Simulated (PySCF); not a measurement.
# How the method changes the constants of SnP⁻

State: ¹Σ⁺ (singlet), closed shell. Set-up: PySCF, scalar-relativistic core potentials, basis sets Sn def2-SVPD with ECP28, P def2-SVPD. De refers to Sn⁻ + P in their high-spin ground configurations, without counterpoise correction. A positive dipole points towards P; it is taken about the centre of mass and depends on that origin.

```tsv
Level	Re (Å)	ωe (cm⁻¹)	De (eV)	μ (D)	CPU s a point (SCF and correlation, without the integrals)
RHF	2.234	519	n/a	-4.40	0.15
RHF-MP2	2.318	412	3.77	n/a	0.22
RHF-SCS-MP2	2.314	419	3.72	n/a	n/a
RHF-CCSD	2.287	458	3.19	n/a	n/a
RHF-CCSD(T)	2.310	430	3.58	n/a	2.4
PBE	2.292	443	4.47	-3.92	1
PW91	2.290	444	4.51	-3.93	0.9
BLYP	2.309	429	n/a	-3.90	0.69
r²SCAN	2.272	463	4.02	-3.96	1.4
PBE0	2.261	475	4.02	-4.07	1.6
CAM-B3LYP	2.242	493	4.00	-4.13	1.4
B2PLYP	2.299	431	4.21	-4.37	0.83
```

(1) Which functional lies closest to RHF-CCSD(T) in De, which farthest, and by how much do they differ from it?

(2) What does a quarter of exact exchange do here, going from PBE to PBE0?

(3) What does second-order correlation do here, going from RHF to RHF-MP2?

Correlated steps freeze 9 core orbitals. Correlated levels converge slowly with the basis: in double zeta they bind strong bonds too weakly, by up to about 1 eV, and carry superposition errors of some tenths. Spin–orbit coupling is left out, which matters for elements this heavy, above all for dissociation energies. For an ion De counts to the pair picked by the measured ionisation energies or electron affinities, which need not be the lowest pair at this level. Where the molecule has an RHF reference, its open-shell atoms are computed with UHF. The highest Kohn–Sham level is positive in this anion. Much of that is self-interaction error, but it also means that the finite basis helps to hold the extra electron. B2PLYP dipoles, levels and charges come from its SCF part alone.

The whole job (state search and all levels along the bond) took about 3.2 min on 1 thread of Oxide Virtual Turin-like (shared host), peak memory 0.74 GiB.

Answers

(1) Closest is CAM-B3LYP (-6.8 pm in Re, +14.7 % in ωe, +0.42 eV in De against RHF-CCSD(T) in the same basis), farthest PW91 (-2.0 pm in Re, +3.3 % in ωe, +0.93 eV in De). CCSD(T) converges more slowly with the basis than the functionals do and binds too weakly in this one, so the order can change at the basis-set limit.

(2) PBE0 less PBE: -3.1 pm in Re, +7.2 % in ωe, -0.45 eV in De. Exact exchange removes part of the self-interaction that spreads semilocal densities, and in most molecules shortens and stiffens the bond and lowers De; so it does here.

(3) RHF-MP2 less RHF: +8.4 pm in Re, -20.6 % in ωe. Correlation nearly always deepens the well. The bond lengthens, as in strong covalent bonds, where excitations into antibonding orbitals dominate.
